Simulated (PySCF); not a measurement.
# Working out the ionisation energy of Br²⁺

Br²⁺ [Ar] 3d10 4s2 4p3 (4S) → Br³⁺ [Ar] 3d10 4s2 4p2 (3P). All numbers are calculated (PySCF 2.14, a scalar-relativistic core potential, in aug-cc-pVDZ-PP with ECP10MDF (5s4p3d, 32 functions)). Frozen: 3s2 3p6 3d10. Energies in hartree (1 hartree = 27.21139 eV):

| part | Br²⁺ (lower) | Br³⁺ (upper) |
| --- | --- | --- |
| UHF | -414.339013 | -413.066553 |
| CCSD correlation | -0.072921 | -0.061530 |
| (T) | -0.000655 | -0.000525 |

What does Hartree-Fock give?

(-413.066553) − (-414.339013) = 1.272460 hartree = 34.625 eV.

What do CCSD and CCSD(T) give?

The CCSD correlation energies differ by 0.011391 hartree = 0.310 eV and the triples by 0.000130 hartree = 0.004 eV, so CCSD gives 34.935 eV and CCSD(T) 34.939 eV.

Reference: 34.871 ± 0.019 eV (measured; NIST Atomic Spectra Database, ionization energies), between the lowest levels; spin-orbit coupling is absent from the calculation.

A double-zeta basis recovers only part of the correlation energy.

What remains against the reference includes basis incompleteness, the frozen core and higher excitations.
